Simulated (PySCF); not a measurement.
Computed shifts of a molecule C3H5Cl2FSi, PBE/pcSseg-1 (PySCF), GIAO, gas phase, atoms alike by connectivity averaged where their shifts nearly agree, in ppm (number of nuclei): ¹³C: 136.8 (1), 129.0 (1), 34.9 (1). ²⁹Si: 14.2 (1). ¹⁹F: -130.4 (1). ¹H: 6.18 (1), 5.75 (2), 2.51 (1), 2.30 (1). References: ¹³C against TMS (σ = 182.0 ppm); ²⁹Si against TMS (σ = 335.4 ppm); ¹⁹F against CFCl3 (σ = 133.6 ppm); ³⁵Cl against HCl (σ = 936.5 ppm); ¹H against TMS (σ = 31.49 ppm), references at their B3LYP-D3(BJ)/def2-TZVP geometries, non-relativistic (without spin–orbit terms, shifts of atoms bonded to Cl or Br come out too high). Coordinates come from a r2SCAN-D4/def2-SVP optimisation. The values are those of a single conformer.

Question: Pick the molecule that these values belong to.
A) F[C@H]1[SiH2]CC1(Cl)Cl
B) C/C(=C/Cl)[Si@H](F)Cl
C) C=CC[Si](F)(Cl)Cl
D) F/C(Cl)=C(/Cl)C[SiH3]

Answer: C, C=CC[Si](F)(Cl)Cl
